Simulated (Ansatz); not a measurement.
Basis-set extrapolation for C2H5BClF (`BC(C)(F)Cl`) (PBE0-D4/def2-TZVP geometry, frozen core, the Gaussian-basis code of Ansatz). Multiplicity 1, RHF reference.

|  | def2-TZVPP | def2-QZVPP |
| --- | --- | --- |
| HF | -662.336646 | -662.358384 |
| MP2 correlation | -0.889305 | -0.961441 |
| CCSD(T) correlation | -0.970624 | not run |

Energies in hartree. Use E(X) = E(∞) + A·exp(−7.88·√X) for Hartree–Fock and E(X) = E(∞) + B·X^(−2.97) for correlation, with X = 3 and 4, and add CCSD(T) minus MP2 of the smaller set to the MP2 limit.

Problem. What is the CCSD(T) energy at the basis-set limit?

Solution. HF limit: -662.358384 + (-0.021738) × 0.13774 = -662.36138. MP2 limit: -0.961441 + (-0.072136) × 0.74074 = -1.01488. Higher-order term: -0.970624 − (-0.889305) = -0.08132. Total: -663.45758 hartree, 394.6 kJ/mol below CCSD(T)/def2-TZVPP.
